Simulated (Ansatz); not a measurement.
C₃H₇O (SMILES C[CH]OC), doublet, at a GFN2-xTB geometry. Base run: CCSD(T)/def2-SVP (Ansatz, an electronic-structure program).

Here is a job for Ansatz.
Ansatz 0.2 input:
```yaml
crystal:
  periodic: [false, false, false]
  atoms:
    - {symbol: O, position_ang: [0.07101639, -0.66456001, 0.19109071]}
    - {symbol: C, position_ang: [-0.06692834, 0.67303357, -0.09082657]}
    - {symbol: C, position_ang: [1.35818535, -1.19034893, 0.02589577]}
    - {symbol: C, position_ang: [-1.44549983, 1.21108447, -0.04695723]}
    - {symbol: H, position_ang: [0.68863969, 1.12953665, -0.71319426]}
    - {symbol: H, position_ang: [1.29299347, -2.25508650, 0.24458366]}
    - {symbol: H, position_ang: [1.71840718, -1.04941663, -1.00022698]}
    - {symbol: H, position_ang: [2.07110162, -0.72074430, 0.71400912]}
    - {symbol: H, position_ang: [-1.97038421, 1.09659057, -1.00448575]}
    - {symbol: H, position_ang: [-2.01653063, 0.67958044, 0.71033681]}
    - {symbol: H, position_ang: [-1.42690127, 2.27340509, 0.19157975]}
basis:
  gaussian:
    orbitals: def2-SVP
magnetization: {spin_polarized: true, initial_magnetization: 1}
correlation: {method: ccsd_t}
```

The base run was repeated with changes; each row names its change, and settings that it needs were set with it.

| change | ΔE vs base (mEh) | MP2 correlation (Eh) | CC correlation without the perturbative part (Eh) | basis functions | core-seconds (rough) |
|---|---|---|---|---|---|
| base | 0.000 | -0.58725 | -0.63838 | 91 | 50 |
| accuracy = high | -0.004 | -0.58725 | -0.63838 | 91 | 100 |
| method = ccsd | 16.860 | -0.58725 | -0.63838 | 91 | 30 |
| method = rpa | -45.630 | - | - | 91 | 3 |
| fitting = cc-pVTZ-JKFIT (mean field), cc-pVTZ-RIFIT (correlation) | 0.067 | -0.58719 | -0.63834 | 91 | 40 |
| method = bccd | 17.960 | -0.58725 | -0.63728 | 91 | 30 |
| lower_state_search = off | 0.000 | -0.58725 | -0.63838 | 91 | 50 |
| reference functional = pbe0 | 1.116 | - | -0.65488 | 91 | 50 |
| diis_vectors = 4 | -0.001 | -0.58725 | -0.63838 | 91 | 50 |
| method = mp2 | 67.983 | -0.58725 | - | 91 | 3 |
